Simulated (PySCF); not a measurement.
Ionisation energy of Ca⁺ by level of theory

Ca⁺ [Ar] 4s1 (2S) → Ca²⁺ [Ar] (1S), as a difference of total energies. All numbers are calculated (PySCF 2.14, scalar relativity by spin-free X2C-1e, in x2c-TZVPPall with one added diffuse shell each of s, p, d type (7s6p4d, 45 functions)). Correlated levels: valence and next inner shell: [Ne] frozen. The calculations carry no spin-orbit coupling.

| method | ionisation energy (eV) |
| --- | --- |
| UHF | 11.359 |
| MP2 (valence and next inner shell) | 11.760 |
| SCS-MP2 (valence and next inner shell) | 11.680 |
| CCSD (valence and next inner shell) | 11.748 |
| CCSD(T) (valence and next inner shell) | 11.764 |

**Question.** How much does correlation contribute at CCSD(T) (valence and next inner shell)?

**Answer.** 11.764 − (11.359) = 0.405 eV, measured against UHF.

Errors of the correlated levels include the incompleteness of this basis and the frozen core.

For comparison: 11.872 eV (measured; NIST Atomic Spectra Database, ionization energies).
